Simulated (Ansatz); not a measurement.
The same path of CH₅ClSn (8 atoms, charge 0, multiplicity 1) was run twice with different band settings. Lost on the way: Sn1–H2, Sn1–Cl3. Made: H2–Cl3.

Level of theory: RKS B3LYP/def2-SVP (Ansatz).

Relaxed end points:

```xyz
8
Properties=species:S:1:pos:R:3
Sn 0.077 -0.008 0.264
H -0.040 0.026 1.979
Cl 2.407 -0.198 -0.220
H -0.421 1.483 -0.432
C -0.880 -1.733 -0.630
H -1.406 -2.311 0.143
H -1.594 -1.405 -1.398
H -0.105 -2.359 -1.093
```

```xyz
8
Properties=species:S:1:pos:R:3
Sn -0.998 0.313 0.230
H 1.770 -0.037 2.263
Cl 1.955 -0.153 0.988
H -0.321 1.109 -1.230
C -1.070 -1.685 -0.768
H -1.318 -2.487 -0.057
H -1.859 -1.643 -1.539
H -0.122 -1.923 -1.274
```

Common settings: movable images 7; climbing image yes; spring 5.0 eV/Å²; optimiser quadratic models (default); force threshold 0.03 eV/Å; iteration limit 60; end points relaxed.

| run | start path |
| --- | --- |
| 1 | through a guess of the saddle point |
| 2 | straight line |

What does each run give, and how far can it be trusted?

Run 1: converged after 18 iterations, highest image 1.914 eV above the first end. A vibrational analysis at the climbing image gives one clearly imaginary mode, 929i cm⁻¹: a first-order saddle point.
Run 2: converged after 11 iterations, highest image 1.922 eV above the first end. The order of the stationary point at the top wasn't checked.
The orbitals stay closed-shell, which can raise the energy where a bond breaks towards radicals; this wasn't checked here.
